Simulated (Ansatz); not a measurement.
Geometry optimisation, RKS BHLYP-D4/def2-SVPD (Ansatz).

Input file:

```yaml
crystal:
  periodic: [false, false, false]
  atoms:
    - { symbol: Si, position_ang: [-0.677984, -0.037789, -1.116233] }
    - { symbol: F, position_ang: [0.466023, -1.144738, -0.722984] }
    - { symbol: F, position_ang: [-1.157982, -0.41039, -2.592513] }
    - { symbol: F, position_ang: [-1.921188, -0.262017, -0.147312] }
    - { symbol: H, position_ang: [-0.152433, 1.313035, -1.075447] }
    - { symbol: H, position_ang: [1.226355, -0.638699, 1.263236] }
    - { symbol: S, position_ang: [0.574784, 0.195529, 2.103204] }
    - { symbol: H, position_ang: [1.642325, 0.985069, 2.288148] }
basis:
  gaussian: { orbitals: def2-SVPD }
hamiltonian:
  xc: { name: BHLYP }
  dispersion: d4
relax:
  f_tol: 0.03
  max_steps: 50
```

Run as:

```bash
$ ansatz run input.yaml --threads 4 --pin off --max-ram 5120MiB --backend cpu --events-out ev --progress --plain --runs-dir out
```

Question: Where does it end, and by what steps?

Answer: The run converged. The force dipped under the threshold on the way, but the program's further checks kept it going. After 24 steps the energy has fallen by 0.086 eV; H6 moved furthest, 1.13 Å.

```json
{"step": "0", "energy less start (eV)": "0.0000", "largest force component (eV/Å)": "0.892", "accepted": "yes"}
{"step": "1", "energy less start (eV)": "-0.0418", "largest force component (eV/Å)": "0.679", "accepted": "yes"}
{"step": "2", "energy less start (eV)": "-0.0572", "largest force component (eV/Å)": "0.316", "accepted": "yes"}
{"step": "3", "energy less start (eV)": "-0.0630", "largest force component (eV/Å)": "0.400", "accepted": "yes"}
{"step": "4", "energy less start (eV)": "-0.0692", "largest force component (eV/Å)": "0.104", "accepted": "yes"}
{"step": "5", "energy less start (eV)": "-0.0710", "largest force component (eV/Å)": "0.052", "accepted": "yes"}
{"step": "6", "energy less start (eV)": "-0.0721", "largest force component (eV/Å)": "0.014", "accepted": "yes"}
{"step": "7", "energy less start (eV)": "-0.0630", "largest force component (eV/Å)": "0.685", "accepted": "no"}
{"step": "8", "energy less start (eV)": "-0.0727", "largest force component (eV/Å)": "0.189", "accepted": "yes"}
{"step": "9", "energy less start (eV)": "-0.0726", "largest force component (eV/Å)": "0.216", "accepted": "no"}
{"step": "10", "energy less start (eV)": "-0.0742", "largest force component (eV/Å)": "0.024", "accepted": "yes"}
{"step": "11", "energy less start (eV)": "-0.0750", "largest force component (eV/Å)": "0.052", "accepted": "yes"}
{"step": "12", "energy less start (eV)": "-0.0761", "largest force component (eV/Å)": "0.101", "accepted": "yes"}
{"step": "13", "energy less start (eV)": "-0.0766", "largest force component (eV/Å)": "0.215", "accepted": "yes"}
{"step": "14", "energy less start (eV)": "-0.0780", "largest force component (eV/Å)": "0.091", "accepted": "yes"}
{"step": "15", "energy less start (eV)": "-0.0796", "largest force component (eV/Å)": "0.024", "accepted": "yes"}
{"step": "16", "energy less start (eV)": "-0.0712", "largest force component (eV/Å)": "0.536", "accepted": "no"}
{"step": "17", "energy less start (eV)": "-0.0808", "largest force component (eV/Å)": "0.105", "accepted": "yes"}
{"step": "18", "energy less start (eV)": "-0.0813", "largest force component (eV/Å)": "0.162", "accepted": "yes"}
{"step": "19", "energy less start (eV)": "-0.0822", "largest force component (eV/Å)": "0.108", "accepted": "yes"}
{"step": "20", "energy less start (eV)": "-0.0828", "largest force component (eV/Å)": "0.089", "accepted": "yes"}
{"step": "21", "energy less start (eV)": "-0.0842", "largest force component (eV/Å)": "0.123", "accepted": "yes"}
{"step": "22", "energy less start (eV)": "-0.0844", "largest force component (eV/Å)": "0.191", "accepted": "yes"}
{"step": "23", "energy less start (eV)": "-0.0855", "largest force component (eV/Å)": "0.078", "accepted": "yes"}
{"step": "24", "energy less start (eV)": "-0.0862", "largest force component (eV/Å)": "0.004", "accepted": "yes"}
```

```xyz
8
Properties=species:S:1:pos:R:3
Si -0.619 -0.018 -1.153
F 0.789 -0.772 -1.095
F -1.249 -0.352 -2.584
F -1.586 -0.683 -0.070
H -0.493 1.416 -0.992
H 0.502 -0.708 2.131
S 0.678 0.617 2.032
H 1.979 0.501 1.732
```

Whether the end is a true minimum wasn't checked by a vibrational analysis.

Run time: 98 s on 4 threads of Arm Neoverse N1, on a shared host, peak memory 0.41 GiB.
